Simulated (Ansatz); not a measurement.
C₂H₅AlGaN. Total charge 0; spin multiplicity 1. The bonds changed during the relaxation, so this is another structure than the one it started from.

| atom | x (Å) | y (Å) | z (Å) |
| --- | --- | --- | --- |
| C1 | 1.7657 | -0.9932 | 0.4807 |
| Al2 | -0.0955 | -1.0245 | -0.0918 |
| Ga3 | -1.4616 | 1.0080 | 0.5182 |
| C4 | -2.2376 | 2.5482 | -0.4682 |
| N5 | -2.7323 | 3.4879 | -0.9223 |
| H6 | 1.8779 | -1.4296 | 1.4766 |
| H7 | 2.3771 | -1.5872 | -0.2060 |
| H8 | 2.1798 | 0.0169 | 0.5038 |
| H9 | -1.1032 | -2.2419 | -0.1576 |
| H10 | -0.5703 | 0.2155 | -1.1334 |

(1) List the harmonic frequencies (cm⁻¹, unscaled) at PBE0-D4/def2-TZVP in Ansatz. (Best estimate.)

(2) Is this a minimum?

(3) Give the ideal-gas thermochemistry at 298.15 K and 1 bar (rigid rotor, harmonic oscillator; point group C1, symmetry number 1).

(4) And at 400, 500, 600, 800 and 1000 K?

## Answers

(1) Computed: 42, 66, 89, 111, 194, 199, 245, 356, 428, 460, 618, 648, 729, 740, 873, 1220, 1440, 1442, 1545, 1941, 2292, 3044, 3123, 3140.

(2) Yes, all 24 modes are real.

(3) Zero-point energy 149.4 kJ/mol; H(298) − E = 175.7 kJ/mol; entropy 400.2 J/(mol·K), of which translation 170.5, rotation 117.7, vibration 112.1; G(298) − E = 56.4 kJ/mol. Modes under 100 cm⁻¹ are hindered rotations or soft bends, so the harmonic entropy is rough.

(4) 
```json
{"T (K)": "400", "H − E (kJ/mol)": "189.3", "S (J/mol/K)": "439.4", "G − E (kJ/mol)": "13.6"}
{"T (K)": "500", "H − E (kJ/mol)": "204.1", "S (J/mol/K)": "472.3", "G − E (kJ/mol)": "-32.1"}
{"T (K)": "600", "H − E (kJ/mol)": "220.0", "S (J/mol/K)": "501.3", "G − E (kJ/mol)": "-80.8"}
{"T (K)": "800", "H − E (kJ/mol)": "254.4", "S (J/mol/K)": "550.7", "G − E (kJ/mol)": "-186.1"}
{"T (K)": "1000", "H − E (kJ/mol)": "291.6", "S (J/mol/K)": "592.1", "G − E (kJ/mol)": "-300.5"}
```
